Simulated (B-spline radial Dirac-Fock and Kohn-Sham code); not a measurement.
## Auger decay of the L3 hole in Cu⁺

System: the Cu⁺ ion, 1s2 2s2 2p6 3s2 3p6 3d10.

Model: a relativistic independent-particle model: LDA orbitals of the hole state, radiative multipoles to third order, Auger rates from the Coulomb interaction with a continuum orbital, Dirac-Fock energies. Program: a radial atomic solver. Kinetic energies are configuration averages from the vacuum level; the two-hole energies are estimated from single-hole states.

```
transition  kinetic energy (eV)  width (meV)  share (%)
   L3-M1M1                643.7         2.25        0.4
   L3-M1M3                696.4         43.3        6.9
   L3-M2M3                740.7         66.7       10.6
   L3-M3M3                742.8         97.0       15.4
   L3-M1M4                771.0         2.98        0.5
   L3-M1M5                771.3         4.00        0.6
   L3-M2M5                817.0         27.3        4.3
   L3-M2M4                819.1         2.89        0.5
   L3-M3M4                819.6         65.3       10.4
   L3-M3M5                821.0         97.3       15.4
   L3-M4M5                896.0          128       20.2
   L3-M4M4                896.0         6.31        1.0
   L3-M5M5                896.4         85.9       13.6
```

The listed channels hold 100 % of the non-radiative rate. Summed by principal shells, of 0.631 eV in all: LMM 100.0 %.

Values without a named source are computed, but for edge energies of neutral atoms, which are taken from tables.
